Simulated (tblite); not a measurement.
C2H12SSi4.
Numbering: `[CH3:1][CH2:2][Si@:3]1([SiH3:4])[SiH2:5][SiH2:6][S:7]1` (hydrogens: H8, H9, H10 on C1; H11, H12 on C2; H13, H14, H15 on Si4; H16, H17 on Si5; H18, H19 on Si6)

The geometry is computed with GFN2-xTB (gas phase).

Q: List the bond lengths, angles and torsions at this level.

A: 
```json
{"bond": "C1–C2", "length (Å)": "1.522"}
{"bond": "C2–Si3", "length (Å)": "1.919"}
{"bond": "Si3–Si4", "length (Å)": "2.332"}
{"bond": "Si3–Si5", "length (Å)": "2.376"}
{"bond": "Si5–Si6", "length (Å)": "2.331"}
{"bond": "Si6–S7", "length (Å)": "2.162"}
{"bond": "Si3–S7", "length (Å)": "2.244"}
{"bond": "C1–H8, C1–H9, C1–H10", "length (Å)": "1.088"}
{"bond": "C2–H11", "length (Å)": "1.092"}
{"bond": "C2–H12", "length (Å)": "1.092"}
{"bond": "Si4–H13, Si4–H14, Si4–H15", "length (Å)": "1.466"}
{"bond": "Si5–H16", "length (Å)": "1.468"}
{"bond": "Si5–H17", "length (Å)": "1.471"}
{"bond": "Si6–H18", "length (Å)": "1.460"}
{"bond": "Si6–H19", "length (Å)": "1.459"}
```

Bonds in one row agree within 0.01 Å and their mean is given. A selection of angles:
```json
{"angle": "C2–C1–H8", "degrees": "110.6"}
{"angle": "H8–C1–H9", "degrees": "108.0"}
{"angle": "C1–C2–Si3", "degrees": "111.3"}
{"angle": "C1–C2–H11", "degrees": "109.3"}
{"angle": "C1–C2–H12", "degrees": "109.4"}
{"angle": "Si3–C2–H11", "degrees": "110.4"}
{"angle": "Si3–C2–H12", "degrees": "110.1"}
{"angle": "H11–C2–H12", "degrees": "106.3"}
{"angle": "C2–Si3–Si4", "degrees": "110.7"}
{"angle": "C2–Si3–Si5", "degrees": "109.9"}
{"angle": "C2–Si3–S7", "degrees": "106.1"}
{"angle": "Si4–Si3–Si5", "degrees": "128.9"}
{"angle": "Si4–Si3–S7", "degrees": "108.1"}
{"angle": "Si5–Si3–S7", "degrees": "88.9"}
{"angle": "Si3–Si4–H13", "degrees": "115.3"}
{"angle": "Si3–Si4–H14", "degrees": "111.3"}
{"angle": "Si3–Si4–H15", "degrees": "108.2"}
{"angle": "H13–Si4–H14", "degrees": "107.7"}
{"angle": "Si3–Si5–Si6", "degrees": "85.8"}
{"angle": "Si3–Si5–H16", "degrees": "116.2"}
{"angle": "Si3–Si5–H17", "degrees": "117.6"}
{"angle": "Si6–Si5–H16", "degrees": "116.2"}
{"angle": "Si6–Si5–H17", "degrees": "116.5"}
{"angle": "H16–Si5–H17", "degrees": "104.6"}
{"angle": "Si5–Si6–S7", "degrees": "92.1"}
{"angle": "Si5–Si6–H18", "degrees": "119.6"}
{"angle": "Si5–Si6–H19", "degrees": "119.8"}
{"angle": "S7–Si6–H18", "degrees": "107.5"}
{"angle": "S7–Si6–H19", "degrees": "107.3"}
{"angle": "H18–Si6–H19", "degrees": "107.9"}
{"angle": "Si3–S7–Si6", "degrees": "93.3"}
```

Dihedral angles: C1–C2–Si3–Si4 68° (synclinal); C2–Si3–Si5–Si6 -105° (anticlinal); Si3–Si5–Si6–S7 -1° (synperiplanar); Si5–Si6–S7–Si3 1° (synperiplanar); C2–Si3–S7–Si6 109° (anticlinal).

Si4 (SiH3 silicon) is distorted tetrahedral (angles from 106.7° to 115.3°). Si6 (SiH2 silicon) has angles from 92.1° to 119.8°. The 2 S–Si bonds span 2.162 Å (Si6–S7, drawn single) to 2.244 Å (Si3–S7, drawn single), a spread of 0.082 Å. Of the pairs four or more bonds apart, Si4···H8 is among the closest relative to their van der Waals radii: 3.37 Å, 102 % of the sum of Bondi's values. Si3 (four-coordinate silicon) has angles from 88.9° to 128.9°. Si5 (SiH2 silicon) has angles from 85.8° to 117.6°. The 4-membered ring Si3–Si5–Si6–S7 has internal angles of 85.8° to 93.3°; it is almost planar, 0.01 Å rms from its mean plane, widest ring torsion 1°.

Point group: C1 (no symmetry element, even within 0.4 Å). Its GFN2-xTB frequencies are all real (lowest 18 cm⁻¹). The numbers are those of one conformer.
